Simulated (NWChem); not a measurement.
C₃H₅F; SMILES C1C(C1)F

```xyz
9

F     -0.1988    -1.4616     0.0000
C      0.4689    -0.2629     0.0000
C     -0.1329     0.8785    -0.7616
C     -0.1329     0.8785     0.7616
H      1.5640    -0.4069     0.0000
H      0.5336     1.5663    -1.3053
H     -1.0949     0.6765    -1.2576
H     -1.0949     0.6765     1.2576
H      0.5336     1.5663     1.3053
```
Atoms are numbered in this order, from 1.

Level: PBE-D3(BJ)/def2-SVP (NWChem), optimised geometry, unscaled harmonic frequencies. 

Problem. List the harmonic frequencies with IR intensities, and the thermochemistry.

Solution. 
| frequency (cm⁻¹) | IR intensity (km/mol) |
|---|---|
| 383 | 5.0 |
| 389 | 1.5 |
| 722 | 3.6 |
| 775 | 5.4 |
| 807 | 14.9 |
| 946 | 31.0 |
| 950 | 7.7 |
| 1017 | 29.9 |
| 1017 | 1.1 |
| 1063 | 0.1 |
| 1136 | 0.0 |
| 1160 | 36.8 |
| 1207 | 19.6 |
| 1340 | 23.4 |
| 1365 | 4.0 |
| 1442 | 42.7 |
| 3067 | 8.0 |
| 3068 | 2.4 |
| 3079 | 18.1 |
| 3162 | 0.9 |
| 3171 | 3.7 |

```json
{
  "zero_point_energy": "44.7 kcal/mol",
  "thermal correction to the enthalpy at 298.15 K (with zero-point energy)": "47.8 kcal/mol",
  "heat capacity Cv": "14.0 cal/(mol K)",
  "entropy at 298.15 K and 1 atm (symmetry number 1)": "65.3 cal/(mol K)",
  "dipole_moment": "1.47 D"
}
```

Rigid rotor and harmonic oscillator.
